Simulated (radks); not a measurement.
Q: The holmium ion Ho35+, 32 electrons, occupied as [Ar] 3d10 4s2 4p2. All-electron calculation, Dirac Kohn-Sham, relativistic LDA (MacDonald-Vosko exchange, VWN5 correlation), spin-unpolarised, spherical densities, finite nucleus; open shells fill j = l - 1/2 first; Fermi nuclear charge, rms radius 5.2022 fm. Program: a radial shooting solver on a logarithmic mesh with Libxc functionals.

Spin-orbit splittings of the eigenvalues, e(l+1/2) - e(l-1/2), with zeta = 2 splitting/(2l+1) and mean radii in bohr:

| shell | occ. | splitting (eV) | zeta (eV) | <r> j=l-1/2 | <r> j=l+1/2 |
|---|---|---|---|---|---|
| 2p | 6 | ? | ? | 0.07301 | 0.08011 |
| 3p | 6 | 183.8 | 122.6 | 0.2161 | 0.2288 |
| 3d | 10 | 40.96 | 16.39 | 0.2008 | 0.2047 |
| 4p | 2 | 58.22 | 38.82 | 0.4572 | 0.4756 |

Estimate the 2p splitting.

A: 849.4 eV (zeta = 566.3 eV).
